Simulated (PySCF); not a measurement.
Ce(SH)4 relaxed at several levels

Computed with PySCF 2.14.0, def2-SVP on the ligands, density fitting, scalar-relativistic core potentials, no spin-orbit coupling, vacuum. Each row is relaxed at its own level from the same template. Distances are means of the shortest metal–ligand contacts, charges and spins Mulliken's; removal energies are rigid, with the ligand's formal charge and no counterpoise, so too large; for an anion taken off a cation in vacuum most of it is the attraction of opposite charges, and multiply charged cations can part far more cheaply with an electron moved from ligand to metal. lcecp potentials hold a fixed number of 4f electrons in the core, out of states, spins and gaps.

| level | basis on the metal | point group | M–SH (Å) | charge on M (e) | removal of one SH (eV) | strongest infrared band, degenerate modes summed (cm⁻¹) | unstable modes (below −25 cm⁻¹) |
| --- | --- | --- | --- | --- | --- | --- | --- |
| PBE | lcecp-2-SVP with ECP46 | S4 | 2.607 | 0.74 | 9.41 | – | not given |
| TPSS | lcecp-2-SVP with ECP46 | S4 | 2.616 | 0.91 | 9.32 | – | not given |

What does the calculation give for PBE0, lcecp-2-SVP with ECP46?

point group: S4, M–SH (Å): 2.591, charge on M (e): 0.95, removal of one SH (eV): 9.44, strongest infrared band, degenerate modes summed (cm⁻¹): 339, unstable modes (below −25 cm⁻¹): 0.
```xyz
9

Ce    0.0000    0.0000    0.0000
S     1.6357    1.3245    1.5111
H     2.7341    1.0115    0.7811
S    -1.6357   -1.3245    1.5111
H    -2.7341   -1.0115    0.7811
S     1.3245   -1.6357   -1.5111
H     1.0113   -2.7341   -0.7811
S    -1.3245    1.6357   -1.5111
H    -1.0113    2.7341   -0.7811
```

One start shape was tried for each, so a minimum needn't be the lowest isomer.
